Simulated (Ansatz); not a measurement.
A nudged elastic band was laid between two geometries of AlBrH$_{3}$N (6 atoms, charge 0, multiplicity 1).

Method: Ansatz, RKS PBE0/def2-SVP.

| Item | Value |
| --- | --- |
| movable images | 5 |
| climbing image | yes |
| spring | 5.0 eV/Å² |
| optimiser | quadratic models (default) |
| start path | IDPP |
| force threshold | 0.5 eV/Å |
| iteration limit | 60 |
| end points | relaxed |

Initial state:

```xyz
6
Properties=species:S:1:pos:R:3
N -0.541 0.313 -0.788
Al 0.368 -0.090 0.667
Br 1.484 -2.058 0.696
H -1.077 1.164 -0.915
H -0.605 -0.269 -1.617
H 0.413 0.875 1.911
```

Final state:

```xyz
6
Properties=species:S:1:pos:R:3
N -0.541 0.313 -0.787
Al 0.369 -0.091 0.667
Br 1.484 -2.060 0.692
H -0.606 -0.266 -1.617
H -1.076 1.166 -0.911
H 0.412 0.875 1.910
```

(1) Which bonds break or form, and what moves?

(2) Give the energies along the band, and the barrier.

(3) What is the geometry of the highest image?

The band took 2 iterations and of the order of 25 core-seconds.

Answers

(1) No bond is made or broken. The dihedral H5–N1–Al2–Br3 goes from 0 to -180°. The two ends are copies of one structure, up to a mirror image or an exchange of like atoms.

(2) The forces met the threshold. The highest image is number 3 of 0 to 6, 0.40 eV above the ends, which have the same energy within 2 meV. The threshold of 0.5 eV/Å is loose, so the images may lie well off the minimum-energy path. The order of the stationary point at the top wasn't checked.

```json
{"image": "0", "path coordinate (Å)": "0.00", "energy (eV)": "0.00", "dihedral H5–N1–Al2–Br3 (°)": "0"}
{"image": "1", "path coordinate (Å)": "0.55", "energy (eV)": "0.10", "dihedral H5–N1–Al2–Br3 (°)": "22"}
{"image": "2", "path coordinate (Å)": "1.11", "energy (eV)": "0.30", "dihedral H5–N1–Al2–Br3 (°)": "48"}
{"image": "3", "path coordinate (Å)": "1.66", "energy (eV)": "0.40", "dihedral H5–N1–Al2–Br3 (°)": "78"}
{"image": "4", "path coordinate (Å)": "2.22", "energy (eV)": "0.30", "dihedral H5–N1–Al2–Br3 (°)": "109"}
{"image": "5", "path coordinate (Å)": "2.77", "energy (eV)": "0.10", "dihedral H5–N1–Al2–Br3 (°)": "142"}
{"image": "6", "path coordinate (Å)": "3.32", "energy (eV)": "0.00", "dihedral H5–N1–Al2–Br3 (°)": "-180"}
```

(3) 
```xyz
6
Properties=species:S:1:pos:R:3
N -0.713 0.371 -0.688
Al 0.397 -0.082 0.621
Br 2.246 -1.351 0.299
H -0.659 1.067 -1.421
H -1.365 -0.350 -0.991
H 0.136 0.280 2.133
```

The run took 25 s on 1 thread of Intel(R) Xeon(R) 6975P-C (Granite Rapids) (shared host), peak memory 0.26 GiB.
